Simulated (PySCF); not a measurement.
Numbering as in the mapped SMILES `[N:1]#[C:2][SiH2:3][OH:4]` (H(Xn): hydrogen on atom n).

[PySCF 2.14.0 with density-fitted response routines: structure optimised with GFN2-xTB; shielding tensors at PBE0/pcSseg-1 (GIAO); fast rotation and ring inversion assumed for equivalent nuclei; one computed conformer; relativity neglected; no solvent]

Referencing at the same level of theory: $^{13}$C and $^{1}$H and $^{29}$Si vs TMS; NH3 for $^{15}$N; $^{17}$O vs H2O.

```
 atoms    nucleus  count  δ (ppm)
    N1   $^{15}$N      1    360.4
 H(O4)    $^{1}$H      1     1.59
    O4   $^{17}$O      1        ?
   Si3  $^{29}$Si      1        ?
    C2   $^{13}$C      1    125.6
H(Si3)    $^{1}$H      2     5.00
```

Complete the table.

Results:


- Si3: -56.5 ppm, silicon bonded to C, O, 2 H
- O4: 15.6 ppm, oxygen bonded to Si, H

The OH or NH signal is concentration- and solvent-dependent in practice; the value given is the gas-phase one. Shifts are as computed. Against solution values, carbons near 30 ppm lie about +3 ppm off and those near 130 ppm about +5 ppm (rms about the fit 2.1 ppm; single classes can miss by 10 ppm). Of 1328 compounds with measured shifts, 309 miss one by over three times the rms of a fit or turn the order of signals round; such compounds aren't used in these exercises. Signals without a measured value on file couldn't be tested in this way; 1H shifts scatter by 0.2 ppm about their fit, and single ones miss by 0.5 ppm. Experimental scales use liquid or dissolved standards, which lie at an offset from isolated NH3 (liquid NH3: subtract about 20 ppm) and H2O (liquid H2O: subtract about 36 ppm). Unscaled 15N shifts of sp2 nitrogen often come out too high even then, by a few to some tens of ppm.
